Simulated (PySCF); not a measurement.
A geometry optimisation on `[CH3][SnH2][C]#[C][AlH2]`.

Computed with PBE0-D3(BJ)/def2-SVP geometry optimisation, gas phase, def2 core potentials past Kr (PySCF 2.14.0). Start geometry: GFN2-xTB. The input is one job of a driver script: a line of settings, then coordinates in Å.

Input:
```
{"job": {"xc": "PBE0", "basis": "def2-SVP", "d3": "d3bj", "grid": 1, "maxiter": 30, "shake": 0.01, "kind": "geom"}, "charge": 0, "multiplicity": 1}
C      2.599260     0.383750     0.508050
Sn     1.123060     0.514100    -1.090590
C     -0.766080    -0.046610    -0.383660
C     -1.794070    -0.377190     0.080320
Al    -3.546100    -0.929710     0.816090
H      2.287980     1.074540     1.312280
H      2.646140    -0.605820     0.886440
H      3.574170     0.708110     0.141150
H      1.498190    -0.492420    -2.345900
H      0.974200     2.061380    -1.703270
H     -4.118060    -2.359270     0.665780
H     -4.439000     0.040880     1.648400
```

Output:
```
step   0  E = -574.73466021  max force = 0.126753
step   1  E = -574.74657274  max force = 0.014750
step   2  E = -574.74691453  max force = 0.002610
step   3  E = -574.74698201  max force = 0.002246
step   4  E = -574.74700461  max force = 0.001499
step   5  E = -574.74701753  max force = 0.000275
optimisation converged
```

Energies in Eh; «max force» is the largest Cartesian gradient component in Eh/bohr.

Q: Give the first gradient maximum in eV/Å.

A: With 1 Eh/bohr = 51.422 eV/Å, 6.518 eV/Å.

Q: How much energy does the optimisation release, in eV?

A: E(step 0) − E(last step) = 0.012357 Eh, which is 0.336 eV.

Summary of the converged run: final energy -574.74702 Eh after 5 steps; dipole 1.67 D.

Q: Give the final coordinates.

A: 0.082 Å rms from the input after alignment:
```
atom  x, y, z in Å
C1     2.5228    0.3982    0.4970
Sn2    1.1310    0.5266   -1.1287
C3    -0.7488   -0.0498   -0.3790
C4    -1.8257   -0.3958    0.1069
Al5   -3.4987   -0.9275    0.8636
H6     2.1993    1.0628    1.3097
H7     2.5563   -0.6348    0.8700
H8     3.5272    0.6943    0.1640
H9     1.5333   -0.5470   -2.4001
H10    0.9845    2.1285   -1.7149
H11   -4.0019   -2.4164    0.6576
H12   -4.3404    0.1329    1.6884
```

Time: 43 s wall; peak memory 0.54 GiB. Hardware: an Arm Neoverse V1 with one thread, shared host.
Labels such as C1 count atoms from 1, the log's own numbers from 0.
